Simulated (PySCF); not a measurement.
C2H5FOSi2, SMILES C1(=CO[SiH2][SiH2]1)F.

Geometry: PBE0-D3(BJ)/def2-SVP. This is a generated structure with no PubChem entry under its InChIKey; it may be hypothetical.

These are PySCF with PBE/def2-TZVP values and carry that method's errors.

Symmetry labels are those of the subgroup Cs that the program uses (full group Cs).

Computed valence orbital energies around the gap with their symmetry:
| orbital | symmetry | energy (eV) |
|---|---|---|
| HOMO−7 | A' | -10.46 |
| HOMO−6 | A" | -10.13 |
| HOMO−5 | A' | -8.95 |
| HOMO−4 | A" | -8.76 |
| HOMO−3 | A" | -8.43 |
| HOMO−2 | A' | -8.13 |
| HOMO−1 | A' | -6.87 |
| HOMO | A" | -5.51 |
| LUMO | A' | -1.48 |
| LUMO+1 | A" | -1.47 |
| LUMO+2 | A' | -0.73 |
| LUMO+3 | A" | 0.06 |
